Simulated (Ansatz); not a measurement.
Relaxation of AlF2H4NO2Sn (11 atoms, charge 0, multiplicity 1), to a largest force component of 0.015 eV/Å in at most 40 steps.

These are results of Ansatz 0.2.0, RKS PBE/def2-SVP, not measurements.

```xyz
11
Properties=species:S:1:pos:R:3:forces:R:3
N 0.407 -2.171 -1.017 0.18 2.39 0.63
Al 1.086 -0.364 -0.974 0.80 0.34 -0.75
F 1.249 0.585 -2.508 -0.17 -1.54 2.35
O 1.636 0.395 0.632 -1.48 -0.63 -2.13
Sn -0.075 1.291 1.258 1.70 0.83 2.34
O -1.506 -0.018 1.602 -0.43 -0.43 -0.35
F -0.650 2.590 -0.046 -0.32 0.29 -0.69
H -0.495 -2.083 -0.493 0.46 -0.37 0.02
H 0.110 -2.299 -1.982 -0.20 -0.33 -0.70
H 0.283 2.138 2.793 -0.19 -0.39 -0.74
H -1.980 -0.120 0.754 -0.36 -0.17 0.03
```

Question: Where does it end, and by what steps?

Answer: It converged. The force dipped under the threshold on the way, but the program's further checks kept it going. After 18 steps the energy has fallen by 1.266 eV; F3 moved furthest, 1.44 Å. Parted: Al2–Sn5.

| step | energy less start (eV) | largest force component (eV/Å) | accepted |
| --- | --- | --- | --- |
| 0 | 0.0000 | 2.394 | yes |
| 1 | -0.6265 | 1.653 | yes |
| 2 | -0.9067 | 1.408 | yes |
| 3 | -1.0911 | 0.547 | yes |
| 4 | -1.1448 | 0.263 | yes |
| 5 | -1.1737 | 0.629 | yes |
| 6 | -1.2168 | 0.161 | yes |
| 7 | -1.2319 | 0.500 | yes |
| 8 | -1.2468 | 0.204 | yes |
| 9 | -1.2525 | 0.353 | yes |
| 10 | -1.2575 | 0.270 | yes |
| 11 | -1.2544 | 0.236 | no |
| 12 | -1.2637 | 0.052 | yes |
| 13 | -1.2647 | 0.043 | yes |
| 14 | -1.2654 | 0.068 | yes |
| 15 | -1.2658 | 0.049 | yes |
| 16 | -1.2659 | 0.024 | yes |
| 17 | -1.2661 | 0.008 | yes |
| 18 | -1.2662 | 0.007 | yes |

```xyz
11
Properties=species:S:1:pos:R:3
N 0.119 -1.660 -1.125
Al 1.270 -0.329 -1.247
F 2.420 -0.247 -2.459
O 1.244 0.950 -0.082
Sn -0.135 1.300 1.281
O -1.331 -0.316 1.362
F -1.331 2.681 0.579
H -0.543 -1.686 -0.341
H 0.036 -2.478 -1.730
H 0.516 1.786 2.791
H -2.201 -0.058 0.993
```

Whether the end is a true minimum wasn't checked by a vibrational analysis.

The run took 72 s on 2 threads of Arm Neoverse V1, with other jobs on the host, peak memory 0.19 GiB.
